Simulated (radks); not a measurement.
The numbers below are computed, except where a source is named.
The europium ion Eu2+, 61 electrons, occupied as [Xe] 4f7. Code: a radial shooting solver on a logarithmic mesh with Libxc functionals. Model: non-relativistic Kohn-Sham, LDA (Slater exchange, Perdew-Wang correlation), spin-polarised, spherical densities, point nucleus; open shells are filled with parallel spins first (spin-orbit coupling, left out, can overturn this in heavy ions); relativity is left out, which matters for an element this heavy.

Normalised radial functions P(r) = r R(r), r in bohr:

| r | 4d down | 4f up |
|---|---|---|
| 0.001846 | 0.0000 | 0.0000 |
| 0.002821 | 0.0001 | 0.0000 |
| 0.004276 | 0.0003 | 0.0000 |
| 0.006534 | 0.0011 | 0.0000 |
| 0.009905 | 0.0037 | 0.0000 |
| 0.01514 | 0.0117 | 0.0001 |
| 0.02313 | 0.0356 | 0.0006 |
| 0.03506 | 0.0975 | 0.0025 |
| 0.05357 | 0.2412 | 0.0106 |
| 0.08121 | 0.4893 | 0.0390 |
| 0.1241 | 0.7512 | 0.1255 |
| 0.1881 | 0.6652 | 0.3244 |
| 0.2874 | -0.1208 | 0.6625 |
| 0.4392 | -1.1380 | 0.9905 |
| 0.6658 | -1.3059 | 1.0475 |
| 1.017 | -0.6710 | 0.8008 |
| 1.542 | -0.1609 | 0.4582 |
| 2.357 | -0.0139 | 0.1892 |
| 3.573 | -0.0003 | 0.0518 |
| 5.459 | 0.0000 | 0.0068 |

4d down: eigenvalue -146.25 eV, 1 radial node at r = 0.274 bohr, <r> = 0.656 bohr, 90 % of the charge inside 0.987 bohr. 4f up: eigenvalue -21.088 eV, 0 radial nodes, <r> = 0.888 bohr, 90 % of the charge inside 1.53 bohr.
